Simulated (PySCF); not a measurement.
**Frontier levels across methods**

Compound: C3H4Cl2OSi.
SMILES with atom numbers: `[CH:1]#[C:2][Si@@H:3]([OH:4])[CH:5]([Cl:6])[Cl:7]` (hydrogens: H8 on C1; H9 on Si3; H10 on O4; H11 on C5)

Basis pcSseg-1 throughout (PySCF), one geometry. The structure is a single PBE0-D3(BJ)/def2-SVP conformer in the gas phase; no vibrational or solvent corrections.

**Question.** How do the orbital energies, the gap and the dipole change with the method?

**Answer.** 
```csv
method,kind,HOMO (eV),LUMO (eV),gap (eV),μ (D),SCF cycles
PBE,GGA,-6.93,-1.88,5.05,2.18,16
B97-D,GGA,-6.94,-1.78,5.17,2.22,16
KT3,GGA,-7.03,-1.91,5.12,2.17,16
BP86,GGA,-7.06,-1.99,5.07,2.20,15
LDA,LDA,-7.07,-2.12,4.96,2.23,16
BHandHLYP,global hybrid,-9.48,0.14,9.62,2.51,13
wB97X-D,range-separated hybrid,-10.20,0.82,11.02,2.46,14
HF,Hartree–Fock,-11.27,2.75,14.02,2.78,13
```

The HOMO spans 4.34 eV, from PBE down to HF, and the gap runs from 4.96 eV (LDA) to 14.02 eV (HF). Over the methods PBE (0 %), B97-D (0 %), KT3 (0 %), BP86 (0 %), LDA (0 %), BHandHLYP (50 %), HF (100 %), a straight line through the gap against the share of exact exchange rises by 0.90 eV for each 10 % (correlation coefficient 1.000). The dipole ranges from 2.17 D (KT3) to 2.78 D (HF). This basis has no diffuse functions.
